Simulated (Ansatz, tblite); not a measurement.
Cost and result up the ladder for the cluster MoSe2⁺ (3 atoms). Charge 1, multiplicity 2. Geometry: PBE-D4/def2-TZVP.

```xyz
3

Mo   -0.0711   -0.1063    0.8872
Se   -1.4515    1.0028   -0.4490
Se    1.5227   -0.8965   -0.4381
```

Ansatz on 4 threads of Arm Neoverse V2 on a shared host; xTB runs through tblite on one thread. Times are rough, summed over both states, and most runs start from the orbitals of an earlier one. RPA@PBE/def2-TZVP serves as the yardstick here, not as an exact answer. The other state is a quartet at its own geometry.

In the def2 sets Mo takes a core potential; there is no spin–orbit coupling. The xTB rows come from tblite. B3LYP takes the VWN-RPA correlation. Correlated methods freeze 18 core orbitals; core or outer-core shells of Mo, Se are correlated, in sets that lack core-valence functions. The structure comes from a short search, and lower isomers may exist.

Run but left out: HF/def2-TZVP, MP2/def2-TZVP, CCSD/def2-TZVP, CCSD(T)/def2-TZVP (flagged by the program: large difference); r2SCANh-D4/def2-TZVP, PBE0-D4/def2-TZVP, CAM-B3LYP-D4/def2-TZVP (doublet: ⟨S²⟩ 1.17 to 1.24, where a pure state has 0.75).

Correlated methods converge slowly with the basis.

xTB has no spin-polarisation term.

```json
{"level": "GFN1-xTB", "functions": "27", "wall time": "0.004 s"}
{"level": "GFN2-xTB", "functions": "27", "wall time": "0.006 s"}
{"level": "LDA (SPW92)/def2-TZVP", "functions": "136", "wall time": "2.8 s"}
{"level": "PBE-D4/def2-TZVP", "functions": "136", "wall time": "5.5 s"}
{"level": "revPBE-D4/def2-TZVP", "functions": "136", "wall time": "5.6 s"}
{"level": "RPA@PBE/def2-TZVP", "functions": "136", "wall time": "7.4 s"}
{"level": "B3LYP-D4/def2-TZVP", "functions": "136", "wall time": "10 s"}
{"level": "r2SCAN-D4/def2-TZVP", "functions": "136", "wall time": "18 s"}
```

(1) Estimate what each level gives for the quartet − doublet (eV).

Results:

(1) 
```tsv
level	quartet − doublet (eV)	difference from RPA@PBE/def2-TZVP (eV)	remarks
GFN1-xTB	1.55	0.62	–
GFN2-xTB	0.70	-0.24	–
LDA (SPW92)/def2-TZVP	1.06	0.12	–
PBE-D4/def2-TZVP	0.90	-0.03	–
revPBE-D4/def2-TZVP	0.87	-0.06	spin-contaminated (⟨S²⟩ 0.83) (doublet)
RPA@PBE/def2-TZVP	0.93	0.00	–
B3LYP-D4/def2-TZVP	0.75	-0.18	spin-contaminated (⟨S²⟩ 0.91) (doublet)
r2SCAN-D4/def2-TZVP	0.81	-0.13	spin-contaminated (⟨S²⟩ 1.00) (doublet)
```
